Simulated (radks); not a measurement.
Results of a calculation; reference values are marked as such.
All-electron atom: Xe+ in [Kr] 4d10 5s2 5p5. Level of theory: scalar-relativistic Kohn-Sham, exchange-only LDA, spin-polarised, spherical densities, finite nucleus; open shells are filled with parallel spins first (spin-orbit coupling, left out, can overturn this in heavy ions); Fermi nuclear charge, rms radius 4.7859 fm (a radial shooting solver on a logarithmic mesh with Libxc functionals). Some entries of the table are withheld. Estimate them.

orbital  occ.  eigenvalue (hartree)  <r^2> (bohr^2)
1s up       1             -1261.974       0.0009654
1s down     1             -1261.972       0.0009654
2s up       1             -196.6884         0.01552
2s down     1             -196.6875         0.01552
2p up       3             -176.6232         0.01229
2p down     3             -176.6219         0.01229
3s up       1             -40.45280          0.1076
3s down     1             -40.45135          0.1076
3p up       3             -33.97054          0.1077
3p down     3             -33.96895          0.1077
3d up       5             -24.32613         0.09344
3d down     5             -24.32466         0.09344
4s up       1              -7.54559          0.5812
4s down     1              -7.54229          0.5809
4p up       3              -5.49016          0.6680
4p down     3              -5.48642          0.6673
4d up       5              -2.49420          0.9020
4d down     5              -2.48828          0.8982
5s up       1              -1.04028           3.762
5s down     1              -1.01139           3.757
5p up       3              -0.59726           5.510
5p down     2              -0.56776           5.579
6s up       0              -0.18203           27.93
6s down     0              -0.17379           29.41
5d up       0              -0.13399           19.85
5d down     0              -0.11855           23.14
6p up       0              -0.10881             (1)
6p down     0              -0.10485             (2)
4f up       0              -0.03232           314.0
4f down     0              -0.03219           319.9

Answer. 
(1) 6p up <r^2> (bohr^2): 50.39
(2) 6p down <r^2> (bohr^2): 53.48
